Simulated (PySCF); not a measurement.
Q: Give a PBE0-D3(BJ)/def2-SVP geometry of `FC(F)[C@@H]([SiH3])C[SiH3]`.

A: 
```
atom  x, y, z in Å
F1    -2.163   -0.917    1.173
C2    -1.520   -1.391    0.074
F3    -2.438   -1.511   -0.910
C4    -0.412   -0.446   -0.332
Si5   -1.088    1.320   -0.638
C6     0.726   -0.480    0.696
Si7    2.270    0.540    0.307
H8    -1.147   -2.404    0.318
H9    -0.043   -0.812   -1.306
H10   -0.116    2.040   -1.516
H11   -1.196    2.053    0.658
H12   -2.414    1.274   -1.313
H13    1.073   -1.521    0.837
H14    0.349   -0.156    1.682
H15    1.992    2.006    0.385
H16    2.766    0.220   -1.067
H17    3.332    0.201    1.301
```

Orientation and origin are arbitrary. Atoms count from 1 in this order. Si7 (SiH3 silicon) is tetrahedral (angles from 108.6° to 111.5°). The C–C distances run from 1.512 Å (C2–C4, drawn single) to 1.533 Å (C4–C6, drawn single), a spread of 0.021 Å. The C–Si distances run from 1.892 Å (C6–Si7, drawn single) to 1.915 Å (C4–Si5, drawn single), a spread of 0.023 Å. Of the pairs four or more bonds apart, F1···H14 is among the closest relative to their van der Waals radii: 2.67 Å, 100 % of the sum of Bondi's values.

Bonds between heavy atoms (Å): F1–C2 1.358, C2–F3 1.352, C2–C4 1.512, C4–Si5 1.915, C4–C6 1.533, C6–Si7 1.892.

Method: PBE0-D3(BJ)/def2-SVP geometry optimisation, gas phase in PySCF 2.14.0.

Point group: C1 (no symmetry element, even within 0.4 Å). No PBE0-D3(BJ)/def2-SVP frequencies stand behind this structure, so it isn't proved a minimum. The numbers are those of one conformer (F1–C2–C4–Si5 -56°, C2–C4–C6–Si7 176°).
